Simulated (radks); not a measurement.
Coulomb parameter of the 4f shell of the holmium ion Ho3+ in the model configuration [Xe] 4f8.5 6s1.5, as a second difference U = [E(n + 0.5) + E(n - 0.5) - 2 E(n)] / (0.5)^2 with all orbitals relaxed. "Bare": the charge of the atom changes with n. "Screened": the 6s shell takes up the change at fixed total charge, which measures U(4f,4f) + U(6s,6s) - 2 U(4f,6s). Calculated with a radial shooting solver on a logarithmic mesh with Libxc functionals: scalar-relativistic Kohn-Sham, PBEsol, spin-unpolarised, spherical densities, finite nucleus; Fermi nuclear charge, rms radius 5.2022 fm.

| case | configuration | E - E(n) (eV) |
|---|---|---|
| start | [Xe] 4f8.5 6s1.5 | 0.000 |
| bare +0.5 | [Xe] 4f9 6s1.5 | -23.155 |
| bare -0.5 | [Xe] 4f8 6s1.5 | 28.516 |
| screened +0.5 | [Xe] 4f9 6s1 | -11.131 |
| screened -0.5 | [Xe] 4f8 6s2 | 13.474 |

U(bare) = 21.446 eV, U(screened by 6s) = 9.374 eV, against the Slater integral F0(4f,4f) = 34.431 eV with frozen orbitals.
